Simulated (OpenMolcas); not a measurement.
Pd4+ among 3 point charges of -2.5 e arranged as a planar triangle (D3h).

| Property | Result |
| --- | --- |
| Program | OpenMolcas |
| Method | CASSCF |
| Basis | ANO-RCC-VDZP [6s5p3d1f] |
| Scalar Hamiltonian | DKH2, point nucleus |
| Active space | 6 electrons in 5 orbitals (4d) |
| State averaging | 2S+1 = 5 even, 5 roots; 2S+1 = 3 even, 45 roots; 2S+1 = 1 even, 50 roots |
| Spin-orbit coupling | state interaction with AMFI integrals over the reference wave functions |

All point charges move together. At R = 2.1 Å the first state of the same spin is 2480 cm-1, and at R = 2.34 Å it is 1851 cm-1.

Question: A third run gives 3099 cm-1. What distance was it run at?

Answer: With a power law R^-n the two known points give n = -ln(1851 / 2480) / ln(2.34 / 2.1) = 2.70. Then R = 2.1 × (2480 / 3099)^(1/2.70) = 1.934 Å. The run was at 1.94 Å, so the estimate is off by -0.006 Å.

Without dynamic correlation the repulsion within the d shell is too large (B by tens of per cent), so at a given field states of lower spin stand too high. Point charges give a weaker field than real ligands, and real ions of this kind are as a rule low spin; the high spin found here belongs to the model. This is an electrostatic model: the charges have no orbitals. No measured value stands beside these numbers.
